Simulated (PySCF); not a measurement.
C₂H₅O₂, SMILES O(C=[OH+])C, charge +1. Coordinates come from a B3LYP-D3(BJ)/def2-SVP optimisation. The isomer is the one that the SMILES or the coordinates give; other isomers of the formula were not compared. One conformer was computed; it need not be the lowest.

All values below come from B3LYP-D3(BJ)/def2-SVP in PySCF 2.14.0.

Harmonic wavenumbers (cm⁻¹): 103, 253, 330, 690, 696, 849, 1058, 1120, 1151, 1193, 1390, 1407, 1443, 1445, 1472, 1709, 3057, 3175, 3202, 3219, 3676. Rotational constants (GHz): 19.54, 6.181, 4.848; symmetry number 1.

Q: Work out the zero-point energy and the ideal-gas rigid-rotor harmonic-oscillator thermochemistry at 298.15 K and 1 atm.

A: ZPE = ½ Σ hcν = ½ × 32639 cm⁻¹ = 46.66 kcal/mol. H − E(el) = 50.29 kcal/mol. Entropy in cal/(mol K): translation 38.25, rotation 23.82, vibration 7.47, total 69.54. G − E(el) = 29.56 kcal/mol. Cp = 17.07 cal/(mol K). Modes under 150 cm⁻¹ make the vibrational entropy uncertain.
